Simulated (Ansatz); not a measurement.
Ansatz (a program for electronic structure) input file for Cs(I) anion (CsI), SMILES [I][Cs] (connectivity only; charge and spin as stated), charge -1, multiplicity 2, PBE-D3(BJ)/def2-TZVPD. 

Ansatz 0.2 input:
```yaml
crystal:
  periodic: [false, false, false]
  atoms:
    - {symbol: Cs, position_ang: [0.00000000, 0.00000000, -1.77497606]}
    - {symbol: I, position_ang: [0.00000000, 0.00000000, 1.84195628]}
basis:
  gaussian:
    orbitals: def2-TZVPD
hamiltonian:
  xc: pbe
  dispersion: d3bj
total_charge: -1
magnetization: {spin_polarized: true, initial_magnetization: 1}
relax: {f_tol: 0.002, max_steps: 200}
```

Output:

```
WARN ansatz: RAYON_NUM_THREADS=1 ignored (pool sized by the plan → 1); use --threads N
Functional definition: PBE
integrals: 0.03 GiB planned
723 factors; their error is unknown
mean field: 0.28 GiB planned
mean field evaluation 1: about -8640.5692 eV, gradient 3.0e1 eV
mean field evaluation 2: about -8634.6256 eV, gradient 4.9e1 eV
mean field evaluation 4: about -8652.2386 eV, gradient 3.4e0 eV
mean field evaluation 8: about -8652.3201 eV, gradient 2.9e-2 eV
mean field evaluation 16: about -8652.3103 eV, gradient 5.6e-5 eV
mean field evaluation 32: about -8651.0366 eV, gradient 1.6e0 eV
mean field evaluation 64: about -8651.0366 eV, gradient 1.6e0 eV
mean field -8652.31028503 eV, -317.9665382283 hartree, gradient 5.3e-5 eV, S^2 0.750055; 11 other end points of the search recorded, 0 dependent functions left out
the calculation of the forces begins
reference -8652.31032670 eV, -317.9665397595 hartree; 18, 17 occupied and 73, 74 virtual orbitals, 723 factors
relax step   1: F+E_penalty+E_count = -8652.33588157 eV  Δ(F+E_penalty+E_count) = +0.000e0 eV  max|allowed force component| = 8.419e-2 eV/Å  Δτ_max = 0.0000 Å  (202 SCF iters, accepted)
these checks for a lower state are left out or cut short: starts, cluster_reference, orbital_swaps, neighbouring_geometries, increment
integrals: 0.03 GiB planned
723 factors; their error is unknown
mean field: 0.28 GiB planned
mean field -8652.31119759 eV, -317.9665717642 hartree, gradient 1.8e-5 eV, S^2 0.750054; 0 other end points of the search recorded, 0 dependent functions left out
the calculation of the forces begins
reference -8652.31123923 eV, -317.9665732946 hartree; 18, 17 occupied and 73, 74 virtual orbitals, 723 factors
relax step   2: F+E_penalty+E_count = -8652.33682027 eV  Δ(F+E_penalty+E_count) = -9.387e-4 eV  max|allowed force component| = 6.813e-2 eV/Å  Δτ_max = 0.0062 Å  (33 SCF iters, accepted)
these checks for a lower state are left out or cut short: starts, cluster_reference, orbital_swaps, neighbouring_geometries, increment
integrals: 0.03 GiB planned
723 factors; their error is unknown
mean field: 0.28 GiB planned
mean field -8652.31271530 eV, -317.9666275392 hartree, gradient 1.9e-5 eV, S^2 0.750053; 0 other end points of the search recorded, 0 dependent functions left out
the calculation of the forces begins
reference -8652.31275685 eV, -317.9666290660 hartree; 18, 17 occupied and 73, 74 virtual orbitals, 723 factors
relax step   3: F+E_penalty+E_count = -8652.33844689 eV  Δ(F+E_penalty+E_count) = -1.627e-3 eV  max|allowed force component| = 8.121e-3 eV/Å  Δτ_max = 0.0261 Å  (33 SCF iters, accepted)
these checks for a lower state are left out or cut short: starts, cluster_reference, orbital_swaps, neighbouring_geometries, increment
integrals: 0.03 GiB planned
723 factors; their error is unknown
mean field: 0.28 GiB planned
mean field evaluation 96: about -8652.3127 eV, gradient 8.7e-5 eV
mean field -8652.31274741 eV, -317.9666287191 hartree, gradient 2.8e-5 eV, S^2 0.750053; 0 other end points of the search recorded, 0 dependent functions left out
the calculation of the forces begins
reference -8652.31278897 eV, -317.9666302464 hartree; 18, 17 occupied and 73, 74 virtual orbitals, 723 factors
relax step   4: F+E_penalty+E_count = -8652.33846758 eV  Δ(F+E_penalty+E_count) = -2.068e-5 eV  max|allowed force component| = 6.605e-4 eV/Å  Δτ_max = 0.0028 Å  (26 SCF iters, accepted)
integrals: 0.03 GiB planned
723 factors; their error is unknown
mean field: 0.28 GiB planned
mean field evaluation 128: about -8651.6912 eV, gradient 2.6e-2 eV
mean field -8652.31274741 eV, -317.9666287191 hartree, gradient 2.8e-5 eV, S^2 0.750053; 9 other end points of the search recorded, 0 dependent functions left out
the calculation of the forces begins
reference -8652.31278897 eV, -317.9666302464 hartree; 18, 17 occupied and 73, 74 virtual orbitals, 723 factors
Total energy: -8652.33850913 eV, -317.9675754450 hartree
Atom 0 at     0.000000    -0.000000    -1.745478 Å, force    -0.000000    -0.000000     0.000661 eV/Å
Atom 1 at    -0.000000     0.000000     1.812459 Å, force     0.000000     0.000000    -0.000661 eV/Å
Dipole moment:    -0.000000     0.000000     0.601871 e Å
```

The calculation finished and met its thresholds.

Cost: around 29 core-seconds (rough).
